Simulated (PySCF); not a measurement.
PySCF input file for Al(H)(Me)(SiH3) (CH₇AlSi), SMILES [CH3][AlH][SiH3], C-PCM-M06-2X/def2-SVP. The structure is a stationary point at ωB97X-D3(BJ)/def2-SVP.

```python
import numpy as np
from pyscf import gto, scf, dft
from pyscf.solvent import pcm

mol = gto.M(
    atom='''
    Al   -0.43794171    0.12474833   -0.75592570
    H    -1.19273426   -0.65688277   -1.92112382
    C    -0.32741212    2.07769841   -0.84095877
    H     0.16465600    2.39961102   -1.77635830
    H     0.22137122    2.52755983    0.00159775
    H    -1.33859808    2.52274836   -0.86163933
    Si    0.53826362   -1.17407959    1.07113286
    H     1.19350218   -0.31731454    2.10923644
    H     1.57585840   -2.12695500    0.56010219
    H    -0.50203137   -1.99957125    1.76511168
    ''',
    basis='def2-SVP',
    charge=0,
    spin=0,
    max_memory=1600,
    verbose=3,
)
mf = dft.RKS(mol, xc='m06-2x').density_fit(auxbasis='def2-universal-jkfit')
mf.grids.level = 4
mf.conv_tol = 1e-9
mf.max_cycle = 100
mf.kernel()
res = {}
for name, eps in {'water': 78.355, '2-propanol': 19.264, 'chlorobenzene': 5.6968}.items():
    s = mf.PCM()
    s.with_solvent.method, s.with_solvent.eps, s.with_solvent.lebedev_order = 'C-PCM', eps, 29
    s.kernel(mf.make_rdm1())
    res[name] = (s.e_tot, eps, s.dip_moment(), s.mo_energy, s.converged)
    print(f'{name}: electrostatic solvation free energy {(s.e_tot - mf.e_tot) * 627.509474:.3f} kcal/mol')
```

Log of the run:

```
converged SCF energy = -573.951666297889

WARN: PCM is an experimental feature. It is still in testing.
Features and APIs may be changed in the future.

converged SCF energy = -573.958009261194
Dipole moment(X, Y, Z, Debye): -0.21929,  1.38188, -0.55497
water: electrostatic solvation free energy -3.980 kcal/mol

WARN: PCM is an experimental feature. It is still in testing.
Features and APIs may be changed in the future.

converged SCF energy = -573.957722486196
Dipole moment(X, Y, Z, Debye): -0.21734,  1.36462, -0.54935
2-propanol: electrostatic solvation free energy -3.800 kcal/mol

WARN: PCM is an experimental feature. It is still in testing.
Features and APIs may be changed in the future.

converged SCF energy = -573.956839050932
Dipole moment(X, Y, Z, Debye): -0.21116,  1.31289, -0.53194
chlorobenzene: electrostatic solvation free energy -3.246 kcal/mol
```

The calculation finished and met its thresholds.
